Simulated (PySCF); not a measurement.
Gas-phase XPS of `[F][GeH2][S][SiH3]`, computed

Species: FGeH5SSi.
Bonds: F1–Ge2, Ge2–S3, S3–Si4. Hydrogens: H5, H6 on Ge2; H7, H8, H9 on Si4.

Computed, not measured: delta-SCF UKS SCAN, pcX-2 on the ionised atom, pcseg-1 elsewhere, spin-free X2C (PySCF). Binding energies are ΔSCF values: E(core-ionised, relaxed orbitals) − E(ground state) at a fixed geometry, referred to the vacuum level.

**Question.** List the computed XPS lines with their assignment.

**Answer.** 
```
atom(s)  bonded to     level  binding energy (eV)  2p1/2 (eV)  count
    Si4  S and 3 H  Si 2p3/2               107.44      108.07      1
     F1         Ge      F 1s               691.34           –      1
    Si4  S and 3 H     Si 1s              1847.27           –      1
     S3  Ge and Si      S 1s              2476.78           –      1
```

**Question.** Express the binding energy of S 1s of S3 in atomic units and per mole.

**Answer.** 2476.78 eV = 91.0200 Eh = 238973 kJ/mol.

**Question.** Which effective nuclear charge Zeff reproduces each element's mean 1s value in the hydrogen-like formula E = 13.606 eV × Zeff²?

**Answer.** F (Z = 9): mean 691.3 eV, Zeff = 7.13, Z − Zeff = 1.87; Si (Z = 14): mean 1847.3 eV, Zeff = 11.65, Z − Zeff = 2.35; S (Z = 16): mean 2476.8 eV, Zeff = 13.49, Z − Zeff = 2.51. Means run over the listed sites, weighted by atom count.

Not every level is listed. Spin–orbit coupling isn't in the SCF: each 2p doublet comes from a relaxed spin-free hole plus a matrix of the shell (mean-field spin–orbit coupling and the ground-state 2p splitting), with 2p3/2 averaged over its two sublevels. 2p1/2 minus 2p3/2 (ligand field included): Si 0.62 eV. No level of germanium is listed. One conformer (not necessarily the lowest) at the PBE0-D3(BJ)/def2-SVP geometry, without solvent, vibrations or thermal averaging.

Time: 51 s of wall time; peak memory 0.45 GiB. Hardware: one thread, Intel Xeon at 2.50 GHz (x86_64), shared host with 64 logical CPUs at a one-minute load of 64.

Conformer computed: `[F:1][GeH2:2][S:3][SiH3:4]`: F1–Ge2–S3–Si4 46°.
